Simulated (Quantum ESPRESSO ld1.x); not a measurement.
The numbers below are computed, except where a source is named.
Task: All-electron atom: the strontium ion Sr31+ in [He] 2s2 2p2 3s1 (not the ground configuration). Level of theory: Dirac Kohn-Sham, LDA (Slater exchange, VWN5 correlation), spin-unpolarised, spherical densities, point nucleus; open shells fill j = l - 1/2 first (ld1.x of Quantum ESPRESSO 7.5). Some entries of the table are withheld. Estimate them.

orbital  occ.  eigenvalue (eV)  <r^2> (bohr^2)
1s1/2       2         -18122.6        0.002055
2s1/2       2              (1)             (2)
2p1/2       2              (3)             (4)
2p3/2       0              (5)             (6)
3s1/2       1              (7)          0.1683

Result: 
(1) 2s1/2 eigenvalue (eV): -4019.40
(2) 2s1/2 <r^2> (bohr^2): 0.03127
(3) 2p1/2 eigenvalue (eV): -3899.90
(4) 2p1/2 <r^2> (bohr^2): 0.02308
(5) 2p3/2 eigenvalue (eV): -3820.82
(6) 2p3/2 <r^2> (bohr^2): 0.02420
(7) 3s1/2 eigenvalue (eV): -1671.40
